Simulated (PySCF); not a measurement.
Compound: C8H13P.
Bonds: C1–C2, C2–C3, C3–P4, P4–C5, C5–C6 (double), C6–C7, C7–C8, C8–C9 (double), P4–C9. Hydrogens: H10, H11, H12 on C1; H13, H14 on C2; H15, H16 on C3; H17 on C5; H18 on C6; H19, H20 on C7; H21 on C8; H22 on C9.

The same species was optimised twice, with GFN2-xTB and with PBE0-D3(BJ)/def2-SVP (PySCF), and the same property calculations (PySCF, gas phase) were run on both structures.

| coordinate | GFN2-xTB | PBE0-D3(BJ)/def2-SVP | change |
| --- | --- | --- | --- |
| C5=C6 (Å) | 1.325 | 1.339 | +0.014 |
| C8=C9 (Å) | 1.326 | 1.339 | +0.013 |
| C7–C8 (Å) | 1.501 | 1.498 | -0.003 |
| C6–C7 (Å) | 1.501 | 1.498 | -0.003 |
| P4–C5 (Å) | 1.815 | 1.817 | +0.002 |
| C2–C3 (Å) | 1.525 | 1.526 | +0.001 |
| P4–C9 (Å) | 1.814 | 1.815 | +0.001 |
| C1–C2 (Å) | 1.522 | 1.521 | -0.001 |
| C3–P4 (Å) | 1.872 | 1.872 | 0.000 |
| C6–C7–C8 (°) | 111.6 | 115.8 | +4.2 |
| P4–C9–C8 (°) | 121.9 | 125.0 | +3.1 |
| C5–P4–C9 (°) | 95.4 | 98.4 | +3.0 |
| P4–C5–C6 (°) | 122.0 | 124.9 | +2.9 |
| C5–C6–C7 (°) | 123.2 | 126.0 | +2.8 |
| C7–C8–C9 (°) | 123.2 | 126.0 | +2.8 |
| C1–C2–C3 (°) | 111.6 | 114.1 | +2.5 |
| C3–P4–C9 (°) | 97.9 | 100.1 | +2.2 |
| C1–C2–C3–P4 (°) | 64 | 64 | 0 |
| C2–C3–P4–C5 (°) | 82 | 78 | -4 |

Rotational constants: A = 3342, B = 804.8, C = 723.3 MHz (GFN2-xTB) against A = 3200, B = 791.8, C = 706.5 MHz (PBE0-D3(BJ)/def2-SVP). Point groups within 0.08 Å: C1 and C1.

On the GFN2-xTB structure: HOMO (eV) -6.15 [PBE0/pcSseg-1]; LUMO (eV) 0.10 [PBE0/pcSseg-1]; dipole (D) 1.13 [PBE0/pcSseg-1]; GIAO shielding of C1 (ppm) 170.6 [PBE0/pcSseg-1]; GIAO shielding of C2 (ppm) 164.7 [PBE0/pcSseg-1]; GIAO shielding of C3 (ppm) 150.2 [PBE0/pcSseg-1]; GIAO shielding of P4 (ppm) 402.2 [PBE0/pcSseg-1]; GIAO shielding of C5/C9 (mean) (ppm) 48.7 [PBE0/pcSseg-1]; GIAO shielding of C6/C8 (mean) (ppm) 51.8 [PBE0/pcSseg-1]; GIAO shielding of C7 (ppm) 153.4 [PBE0/pcSseg-1].

**Question.** What do these properties become on the PBE0-D3(BJ)/def2-SVP structure?

**Answer.** 
```json
{"property": "HOMO (eV)", "level": "PBE0/pcSseg-1", "on GFN2-xTB": "-6.15", "on PBE0-D3(BJ)/def2-SVP": "-5.93", "change": "+0.22"}
{"property": "LUMO (eV)", "level": "PBE0/pcSseg-1", "on GFN2-xTB": "0.10", "on PBE0-D3(BJ)/def2-SVP": "-0.17", "change": "-0.27"}
{"property": "dipole (D)", "level": "PBE0/pcSseg-1", "on GFN2-xTB": "1.13", "on PBE0-D3(BJ)/def2-SVP": "1.42", "change": "+0.29"}
{"property": "energy, GFN2-xTB geometry as zero (kcal/mol)", "level": "PBE0/pcSseg-1", "on GFN2-xTB": "0.0", "on PBE0-D3(BJ)/def2-SVP": "-2.4", "change": "-2.4"}
{"property": "GIAO shielding of C1 (ppm)", "level": "PBE0/pcSseg-1", "on GFN2-xTB": "170.6", "on PBE0-D3(BJ)/def2-SVP": "169.1", "change": "-1.5"}
{"property": "GIAO shielding of C2 (ppm)", "level": "PBE0/pcSseg-1", "on GFN2-xTB": "164.7", "on PBE0-D3(BJ)/def2-SVP": "164.0", "change": "-0.7"}
{"property": "GIAO shielding of C3 (ppm)", "level": "PBE0/pcSseg-1", "on GFN2-xTB": "150.2", "on PBE0-D3(BJ)/def2-SVP": "146.6", "change": "-3.6"}
{"property": "GIAO shielding of P4 (ppm)", "level": "PBE0/pcSseg-1", "on GFN2-xTB": "402.2", "on PBE0-D3(BJ)/def2-SVP": "400.8", "change": "-1.4"}
{"property": "GIAO shielding of C5/C9 (mean) (ppm)", "level": "PBE0/pcSseg-1", "on GFN2-xTB": "48.7", "on PBE0-D3(BJ)/def2-SVP": "51.6", "change": "+2.9"}
{"property": "GIAO shielding of C6/C8 (mean) (ppm)", "level": "PBE0/pcSseg-1", "on GFN2-xTB": "51.8", "on PBE0-D3(BJ)/def2-SVP": "47.5", "change": "-4.3"}
{"property": "GIAO shielding of C7 (ppm)", "level": "PBE0/pcSseg-1", "on GFN2-xTB": "153.4", "on PBE0-D3(BJ)/def2-SVP": "151.8", "change": "-1.6"}
```

The heavy atoms differ by 0.185 Å rms after alignment. Among bonds between heavy atoms C5=C6 and C8=C9 change most and about equally (+0.013 to +0.014 Å). Changes are differences of the printed values. Neither structure is proved a minimum here.

Shape of the structure used: `[CH3:1][CH2:2][CH2:3][P:4]1[CH:5]=[CH:6][CH2:7][CH:8]=[CH:9]1`: C1–C2–C3–P4 64°, C2–C3–P4–C5 78°.
